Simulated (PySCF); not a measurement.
Job file and geometry (Å, from GFN2-xTB) of an NMR shielding run on SMILES [SiH3][C@@H](C(F)F)C[SiH2]C[SiH3], C$_{4}$H$_{14}$F$_{2}$Si$_{3}$, PySCF, GIAO PBE0/pcSseg-1 NMR shielding, non-relativistic, gas phase; density fitting, a coarse starting grid and PySCF grid level 2 are the driver's defaults:

```
$ OMP_NUM_THREADS=1 python probes_run.py task.json out

{"job": {"kind": "nmr", "xc": "PBE0", "basis": "pcSseg-1"}, "charge": 0, "multiplicity": 1}
F     -2.665900    -0.520796    -1.983656
C     -1.692296     0.209499    -1.371369
F     -0.574383    -0.005041    -2.118389
C     -1.511410    -0.203987     0.065963
Si    -3.232889    -0.438127     0.872061
C     -0.671154     0.825264     0.822199
Si     1.129354     1.047028     0.211432
C      1.941213    -0.653795     0.010581
Si     3.825993    -0.612473    -0.203036
H     -1.960797     1.270273    -1.485006
H     -0.982424    -1.162164     0.057327
H     -3.923714    -1.575776     0.277002
H     -3.989081     0.799646     0.676474
H     -2.989665    -0.658457     2.298336
H     -1.184640     1.788648     0.799059
H     -0.639274     0.525870     1.871316
H      1.801892     1.831405     1.256930
H      1.156541     1.812344    -1.036929
H      1.700428    -1.275336     0.874766
H      1.506095    -1.150519    -0.856405
H      4.326185    -1.978522    -0.395103
H      4.182625     0.203751    -1.362708
H      4.442548    -0.051750     1.002172
```

**Question.** What does the program print?

**Answer.** 
```
coarse grid: 20072 points
cycle   1  E = -1228.0253877957  dE =  5.666e-01  |g| = 7.471e-01  |ddm| = 4.139e+00
cycle   2  E = -1227.9525844058  dE =  7.280e-02  |g| = 1.011e+00  |ddm| = 1.095e+00
cycle   3  E = -1228.1289897407  dE = -1.764e-01  |g| = 6.461e-02  |ddm| = 6.589e-01
cycle   4  E = -1228.1295018587  dE = -5.121e-04  |g| = 3.494e-02  |ddm| = 7.004e-02
cycle   5  E = -1228.1297588714  dE = -2.570e-04  |g| = 7.436e-03  |ddm| = 3.614e-02
cycle   6  E = -1228.1297731259  dE = -1.425e-05  |g| = 1.128e-03  |ddm| = 1.054e-02
cycle   7  E = -1228.1297734680  dE = -3.420e-07  |g| = 2.423e-04  |ddm| = 1.854e-03
final grid: 179032 points
cycle   8  E = -1228.1951433605  dE = -5.270e-05  |g| = 8.255e-03  |ddm| = 3.259e-02
cycle   9  E = -1228.1951304319  dE =  1.293e-05  |g| = 1.142e-02  |ddm| = 1.632e-02
cycle  10  E = -1228.1951591625  dE = -2.873e-05  |g| = 8.256e-04  |ddm| = 9.296e-03
cycle  11  E = -1228.1951592627  dE = -1.002e-07  |g| = 2.826e-04  |ddm| = 9.022e-04
cycle  12  E = -1228.1951592755  dE = -1.280e-08  |g| = 7.554e-05  |ddm| = 2.576e-04
cycle  13  E = -1228.1951592767  dE = -1.253e-09  |g| = 2.070e-05  |ddm| = 8.502e-05
cycle  14  E = -1228.1951592768  dE = -9.481e-11  |g| = 3.542e-06  |ddm| = 2.097e-05
converged SCF energy = -1228.1951592768

GIAO shielding tensors (ppm)
atom      isotropic    diamagn.    paramagn.     s11        s22        s33       span
  0 F      292.057     471.323    -179.265    177.881    329.028    369.263    191.381
  1 C       58.451     241.076    -182.625     34.952     67.160     73.240     38.287
  2 F      295.247     478.292    -183.046    210.102    320.990    354.648    144.546
  3 C      160.083     253.931     -93.848    141.013    157.553    181.683     40.670
  4 Si     412.896     879.951    -467.055    373.743    404.400    460.546     86.803
  5 C      173.390     255.165     -81.775    165.033    171.595    183.541     18.508
  6 Si     388.544     882.392    -493.848    348.900    385.305    431.426     82.525
  7 C      201.314     260.655     -59.341    194.836    196.483    212.622     17.786
  8 Si     423.587     878.250    -454.662    396.694    404.309    469.759     73.065
  9 H       25.883      30.743      -4.860     23.769     25.485     28.396      4.627
 10 H       29.877      35.056      -5.180     26.015     30.591     33.025      7.010
 11 H       27.535      28.582      -1.046     23.292     25.875     33.439     10.146
 12 H       27.946      28.911      -0.965     24.828     26.088     32.923      8.095
 13 H       28.077      29.185      -1.108     24.353     26.655     33.221      8.868
 14 H       31.112      33.754      -2.642     26.035     30.353     36.947     10.913
 15 H       30.813      34.509      -3.697     25.134     30.357     36.947     11.814
 16 H       27.562      31.143      -3.580     23.164     26.555     32.968      9.804
 17 H       27.495      31.396      -3.901     24.096     26.559     31.829      7.733
 18 H       32.131      34.650      -2.519     25.852     31.366     39.175     13.323
 19 H       31.427      35.192      -3.765     24.768     31.104     38.409     13.641
 20 H       27.525      27.239       0.286     23.633     25.299     33.643     10.010
 21 H       27.819      27.647       0.172     24.078     26.332     33.047      8.969
 22 H       27.779      27.646       0.133     24.059     26.088     33.191      9.132
```

**Question.** Turn these shieldings into chemical shifts. Referencing at the same level of theory: CFCl3 for ¹⁹F (σref 170.95); ¹³C (σref 186.93) and ²⁹Si (σref 349.16) and ¹H (σref 31.72) against TMS.

**Answer.** Averaging equivalent atoms: F 0: -121.1; F 2: -124.3; C 1: 128.5; C 3: 26.8; C 5: 13.5; C 7: -14.4; Si 6: -39.4; Si 4: -63.7; Si 8: -74.4; H 9: 5.83; H 17: 4.22; H 16: 4.15; H 20/21/22: 4.01; H 11/12/13: 3.86; H 10: 1.84; H 15: 0.90; H 14: 0.61; H 19: 0.29; H 18: -0.41 ppm. Unscaled 19F shifts against computed CFCl3 carry errors that often reach 10 to 50 ppm.

Size and cost of the density-fitted run: 244 basis functions, 2.2 min wall time on 1 thread of an Arm Neoverse N1, shared host; peak memory 1.1 GiB.
